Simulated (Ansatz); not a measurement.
`BC(C)F` + `BS` → `BSB` + `CCF` at 700 K and 1 bar (ligand exchange at a B–C bond).

Calculated with Ansatz (gas phase, PBE0-D4/def2-TZVP geometries, no zero-point term in ΔE). CCSD(T)/CBS is the MP2 limit (def2-TZVPP, def2-QZVPP) plus CCSD(T) − MP2 in def2-TZVPP, frozen cores. This one scheme is used for every species.

```csv
species,CCSD(T)/CBS energy (Eh),H − E (kJ/mol),S (J/(mol·K))
`BC(C)F`,-204.26990,268.1,396.9
`BS`,-424.38198,115.9,297.3
`BSB`,-449.77944,166.1,351.1
`CCF`,-178.90141,224.7,331.8
```

H − E and S are ideal-gas, rigid-rotor, harmonic terms from PBE0-D4/def2-TZVP, for one conformer and one mirror image of each species. 1 Eh = 2625.50 kJ/mol, R = 8.31446 J/(mol·K).

Task: By hand: ΔE, ΔH, ΔS and ΔG.

Result: ΔE = (-449.77944) + (-178.90141) − (-204.26990) − (-424.38198) = -0.02897 Eh = -76.1 kJ/mol. Δ(H − E) = 166.1 + 224.7 − 268.1 − 115.9 = 6.8, so ΔH = -69.3 kJ/mol. ΔS = 351.1 + 331.8 − 396.9 − 297.3 = -11.3 J/(mol·K). ΔG = -69.3 − 700 × (-11.3)/1000 = -61.4 kJ/mol.

Task: By hand: the equilibrium constant, and the temperature at which ΔG would vanish if ΔH and ΔS stayed fixed.

Result: log₁₀ K = −ΔG/(RT ln 10) = 4.6. ΔG = 0 at ΔH/ΔS = 6133 K, far beyond where these terms or the molecules hold.

The number of gas molecules stays the same, so ΔS is small and ΔH decides. A doubt of 5 kJ/mol in ΔE shifts log₁₀ K by 0.4 here. Other conformers and mirror images would add mixing entropy, several J/(mol·K) or more a flexible species. These are equilibria of isolated gas molecules and say nothing of rates. Largest T1 diagnostic: 0.015 (customary marks: 0.02 for closed shells, 0.045 for open ones).
